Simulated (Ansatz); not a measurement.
Start from `CB(C)BN` and change one atom or group to get `CB(C)Cl`.

Ansatz, PBE0-D4/def2-TZVP geometries, multiplicity 1. Each molecule was computed in one conformer, which needn't be the lowest.

```tsv
property	`CB(C)BN`
size of the dipole moment (ωB97M-V/def2-TZVPP) / D	1.62
HOMO–LUMO gap (ωB97M-V/def2-TZVPP) / eV	10.77
LUMO energy (PBE0/def2-TZVPP) / eV	-0.45
HOMO energy (ωB97M-V/def2-TZVPP) / eV	-9.39
LUMO energy (B3LYP/def2-TZVPP) / eV	-0.67
HOMO–LUMO gap (PBE0/def2-TZVPP) / eV	6.69
```

(1) Give the same properties after the change, and the shifts. (An estimate is asked.)

Results:

(1) Computed: 
```json
{"property": "size of the dipole moment (ωB97M-V/def2-TZVPP) / D", "`CB(C)Cl`": "1.56", "shift": "-0.06"}
{"property": "HOMO–LUMO gap (ωB97M-V/def2-TZVPP) / eV", "`CB(C)Cl`": "11.97", "shift": "1.20"}
{"property": "LUMO energy (PBE0/def2-TZVPP) / eV", "`CB(C)Cl`": "-0.67", "shift": "-0.22"}
{"property": "HOMO energy (ωB97M-V/def2-TZVPP) / eV", "`CB(C)Cl`": "-10.57", "shift": "-1.18"}
{"property": "LUMO energy (B3LYP/def2-TZVPP) / eV", "`CB(C)Cl`": "-0.88", "shift": "-0.21"}
{"property": "HOMO–LUMO gap (PBE0/def2-TZVPP) / eV", "`CB(C)Cl`": "7.61", "shift": "0.92"}
```

With PBE0 the HOMO falls by 1.14 eV and the LUMO falls by 0.22 eV, so the gap widens by about 0.92 eV. PBE moves the HOMO by -1.07 eV and ωB97M-V by -1.18 eV. Dipoles are sizes alone; their direction can turn.

B3LYP here is the variant with VWN-RPA as its local correlation; programs differ in this.
